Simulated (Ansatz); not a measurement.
A CCSD(T) single point on `B[CH2][Ga]1[CH2][O]1`.

```yaml
crystal:
  periodic: [false, false, false]
  atoms:
    - {symbol: B, position_ang: [-0.633127, 0.900918, 1.089288]}
    - {symbol: C, position_ang: [-0.367779, -0.548994, 1.491412]}
    - {symbol: Ga, position_ang: [0.433841, -1.299686, -0.201525]}
    - {symbol: C, position_ang: [0.725684, -0.094860, -1.999035]}
    - {symbol: O, position_ang: [0.219430, 0.808182, -1.275504]}
    - {symbol: H, position_ang: [-1.697879, 1.213677, 0.641810]}
    - {symbol: H, position_ang: [0.190328, 1.742553, 1.301870]}
    - {symbol: H, position_ang: [-1.223796, -1.210354, 1.653025]}
    - {symbol: H, position_ang: [0.416669, -0.751320, 2.226311]}
    - {symbol: H, position_ang: [0.122888, -0.617012, -2.759749]}
    - {symbol: H, position_ang: [1.813752, -0.143103, -2.167905]}
basis:
  gaussian: {orbitals: def2-TZVPP}
correlation: {method: ccsd_t}
output: {orbitals: {seedname: orbitals}}
```

```sh
$ ansatz run in.yaml --threads 4 --pin off --events-out ev --progress --plain --max-ram 10444MiB
```

The program prints (abridged):

```
Functional definition: HF
1544 factors; integrals over basis functions are off by at most 1.1e-3 eV
mean field evaluation 1: about -57192.5123 eV, gradient 4.8e1 eV
mean field evaluation 2: about -57192.7166 eV, gradient 4.8e1 eV
mean field evaluation 4: about -57198.5941 eV, gradient 6.2e0 eV
mean field evaluation 8: about -57198.7606 eV, gradient 6.5e-1 eV
mean field evaluation 16: about -57198.7664 eV, gradient 1.1e-6 eV
mean field -57198.76638160 eV, -2102.0158938075 hartree, gradient 1.4e-6 eV, S^2 0.000000; 0 other end points of the search recorded, 0 dependent functions left out; unrestricted orbitals would lower it
13 core orbitals not correlated: weight in the atoms' cores, before any rotation towards them, 1.000 or more for the frozen orbitals, at most 0.000 for the correlated occupied ones
reference -57198.76638160 eV, -2102.0158938075 hartree; 18, 18 occupied and 225, 225 virtual orbitals, 1544 factors
second order -24.84978851 eV of doubles, -0.00000000 eV of singles
cycle   1  -24.49055553 eV  change    3.6e-1 eV  update   1.5e-1
cycle   2  -25.30371732 eV  change   -8.1e-1 eV  update   5.2e-2
cycle   3  -25.50715452 eV  change   -2.0e-1 eV  update   2.8e-2
cycle   4  -25.49033593 eV  change    1.7e-2 eV  update   8.9e-3
cycle   5  -25.48259766 eV  change    7.7e-3 eV  update   4.6e-3
cycle   6  -25.48471654 eV  change   -2.1e-3 eV  update   1.6e-3
cycle   7  -25.48394778 eV  change    7.7e-4 eV  update   6.1e-4
cycle   8  -25.48384679 eV  change    1.0e-4 eV  update   2.7e-4
cycle   9  -25.48400550 eV  change   -1.6e-4 eV  update   1.2e-4
cycle  10  -25.48400562 eV  change   -1.1e-7 eV  update   6.3e-5
cycle  11  -25.48395720 eV  change    4.8e-5 eV  update   2.7e-5
cycle  12  -25.48398854 eV  change   -3.1e-5 eV  update   1.2e-5
perturbative correction -1.21977067 eV, -0.0448257454 hartree
Total energy: -57225.47014082 eV, -2102.9972388582 hartree
```

Hardware: 4 threads of an Intel Xeon 6975P-C on a shared host. Wall time 54 s, peak host memory 6.7 GiB.

The correlation energy is -26.704 eV, 4.6 % of it from (T); the T1 diagnostic reads 0.0178.
